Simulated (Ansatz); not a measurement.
`B[CH]([GeH3])C=N` + `[SH][SnH3]` → `N=C[S][SnH3]` + `B[CH2][GeH3]`  (substitution at a C–C bond)

Calculated with Ansatz (gas phase, PBE0-D4/def2-TZVP geometries, no zero-point term in ΔE). CBS: MP2 limit from def2 TZ/QZ plus the TZ coupled-cluster correction, frozen cores. DFT in def2-TZVPP. B3LYP here is the variant with VWN-RPA as its local correlation; programs differ in this. def2 core potentials past Kr. For Ge, Sn outer-core shells are correlated without core-valence functions, which leaves a few kJ/mol of doubt a bond. Scalar relativity is left out up to krypton. One conformer a species, not always the lowest.

```csv
species,B3LYP energy (Eh)
`B[CH]([GeH3])C=N`,-2237.70320
`[SH][SnH3]`,-615.00681
`N=C[S][SnH3]`,-708.48300
`B[CH2][GeH3]`,-2144.22745
```

Q: Work out ΔE.

A: ΔE = (-708.48300) + (-2144.22745) − (-2237.70320) − (-615.00681) = -0.00044 Eh = -0.01 eV. CCSD(T)/CBS gives +0.08 eV.

Largest T1 diagnostic among the species: 0.015.

From PBE to PBE0 (25 % exact exchange), in def2-TZVPP and without D4, ΔE moves by +0.07 eV.
